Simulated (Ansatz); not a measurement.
Ansatz (a first-principles code) input:

Ansatz 0.2 input:
```yaml
crystal:
  periodic: [false, false, false]
  atoms:
    - {symbol: Cu, position_ang: [-0.00000000, -0.00000000, -1.58419516]}
    - {symbol: I, position_ang: [0.00000000, 0.00000000, 0.86682377]}
basis:
  gaussian:
    orbitals: STO-3G
total_charge: 1
magnetization: {spin_polarized: true, initial_magnetization: 1}
correlation: {method: ccsd_t, electrons: outside_noble_gas}
```

Q: Predict the final energy.

A: -8471.07521 Eh (CCSD(T)/STO-3G). The basis has 45 functions.

The spin state was set by rule; other spins were not relaxed.

The program attaches cautions to this result: other amplitudes.

The determinant is spin-contaminated: <S^2> is 1.77 against 0.75 for a pure state.
